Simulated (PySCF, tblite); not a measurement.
Isomers of C4H4F3S (doublet state), one GFN2-xTB conformer each. Single-point energies are computed at B3LYP/pcH-1 (PySCF, gas phase, no added dispersion term), electronic only. GFN2-xTB treats the open shell by occupation alone, and not every SCF solution was tested for stability.

Task: Rank them by B3LYP/pcH-1 energy, lowest first (kcal/mol).
A. `[F:1][C:2]([F:3])=[C:4]([F:5])[CH2:6][CH:7][SH:8]` (doublet state) with C2–C4–C6–C7 94°, C4–C6–C7–S8 -78°, C6–C7–S8–H -25°
B. `[CH2:1][S:2][C:3](=[CH2:4])[C:5]([F:6])([F:7])[F:8]` (doublet state) with H–C1–S2–C3 -28° and 172°, C1–S2–C3–C4 -13°

Result: B (0.0), A (16.9).

As drawn, the higher has an S–H bond, which the lower lacks. GFN2-xTB itself gives, in the same order: 0.4, 0.0. GFN2-xTB puts FC(F)=C(F)C[CH]S lowest instead.

Task: What happens when harmonic zero-point energies from GFN2-xTB frequencies are added?

Result: 
```tsv
SMILES	ZPE (kcal/mol)	electronic (kcal/mol)	with ZPE (kcal/mol)
[CH2]SC(=C)C(F)(F)F	43.2	0.0	0.0
FC(F)=C(F)C[CH]S	43.2	16.9	16.9
```

The zero-point energies span 0.0 kcal/mol. The order is unchanged.
